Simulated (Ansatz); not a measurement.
Species: AlH₃ (charge +1, doublet). SMILES of the parent species: [AlH3]
Geometry from a B3LYP-D3(BJ)/def2-TZVP (Ansatz, a program for electronic structure) optimisation:
```
Al
H 1 1.5437
H 1 1.6724 2 146.81
H 1 1.6724 2 146.81 3 -180.00
```
Charge +1, spin multiplicity 2.

Parts of the frozen-core correlation energy in cc-pV(D+d)Z (Ansatz, hartree). Frozen orbitals: 5; correlated occupied orbitals by spin: 3 and 2; virtual: 30 and 31. Open shells are spin-unrestricted. No spin-orbit coupling. Non-relativistic.

```json
[
 {"term": "reference (HF)", "value": "-243.27636"},
 {"term": "MP2 opposite-spin", "value": "?"},
 {"term": "MP2 same-spin", "value": "?"},
 {"term": "CCSD correlation", "value": "-0.07872"},
 {"term": "(T)", "value": "?"},
 {"term": "CCSDT minus CCSD(T)", "value": "-0.00049"},
 {"term": "CCSDT(Q) minus CCSD(T)", "value": "-0.00051"},
 {"term": "T1 diagnostic", "value": "0.019"},
 {"term": "largest doubles amplitude", "value": "0.062"},
 {"term": "<S^2> of the reference", "value": "0.783"}
]
```

**Question.** What belongs in the gaps?

**Answer.** 
- MP2 opposite-spin, value: -0.05414
- MP2 same-spin, value: -0.00265
- (T), value: -0.00108
